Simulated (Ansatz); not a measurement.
The first iterations of a band of H3P + H4O2Si (11 atoms, charge 0, multiplicity 1).

These are results of Ansatz 0.2.0, RKS PBE/def2-SVP, not measurements.

```json
{"movable images": "9", "climbing image": "yes", "spring": "5.0 eV/Å²", "optimiser": "quadratic models (default)", "start path": "through a guess of the saddle point", "force threshold": "0.05 eV/Å", "iteration limit": "60", "end points": "relaxed"}
```

Image 0:

```xyz
11
Properties=species:S:1:pos:R:3
Si -1.803 -0.271 0.447
O -0.571 -0.793 1.476
H -2.242 -1.476 -0.355
H -2.936 0.286 1.246
O -1.310 1.002 -0.509
H 2.030 -0.205 0.240
P 1.947 0.563 -0.971
H -0.349 -1.734 1.375
H -0.506 0.839 -1.048
H 2.556 1.726 -0.389
H 3.183 0.064 -1.512
```

Image 10:

```xyz
11
Properties=species:S:1:pos:R:3
Si -0.889 0.427 -0.334
O 0.462 -1.575 1.655
H -1.359 -0.992 -0.530
H -0.978 0.851 1.097
O -1.892 1.522 -1.140
H 1.221 -1.152 2.100
P 1.218 0.542 -1.236
H 0.876 -2.328 1.192
H -1.951 1.383 -2.101
H 1.588 1.700 -0.462
H 1.703 -0.378 -0.240
```

| iteration | highest image above the first end (eV) | largest band force component (eV/Å) |
| --- | --- | --- |
| 1 | 3.774 | 10.471 |
| 2 | 2.098 | 2.750 |
| 3 | 2.094 | 1.218 |
| 4 | 1.945 | 0.708 |
| 5 | 1.895 | 0.533 |
| 6 | 1.867 | 0.535 |
| 7 | 1.831 | 0.360 |

Question: Does the band converge within its limit, and where does its top end?

Answer: It converged. It ended after 22 iterations with the highest image 1.799 eV above the first end. Neighbouring images differ by up to 1.2 eV, so the band resolves the path poorly. A vibrational analysis at the climbing image gives one clearly imaginary mode, 417i cm⁻¹: a first-order saddle point. The orbitals stay closed-shell, which can raise the energy where a bond breaks towards radicals; this wasn't checked here.

Time of the run: 5.4 min on 2 threads of Arm Neoverse V1, with other jobs on the host, peak memory 0.14 GiB.
